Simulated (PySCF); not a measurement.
**Electron correlation in Cu⁺ (copper, charge +1)**

[Ar] 3d10, closed-shell 1S. All numbers are calculated (PySCF 2.14, scalar relativity by spin-free X2C-1e, in ANO-RCC-VTZP (6s5p3d2f1g, 59 functions)). Frozen: [Ar]; 10 electrons correlated.

```json
{"level": "CCSD", "correlation energy (mhartree)": "-417.90"}
{"level": "(T)", "correlation energy (mhartree)": "-15.97"}
{"level": "CCSD(T)", "correlation energy (mhartree)": "-433.87"}
```

Diagnostics: T1 = 0.012, D1 = 0.0170, largest double amplitude 0.028.

**Question.** Is a single reference adequate?

**Answer.** Yes: T1 lies below 0.03 and no double amplitude reaches 0.07.
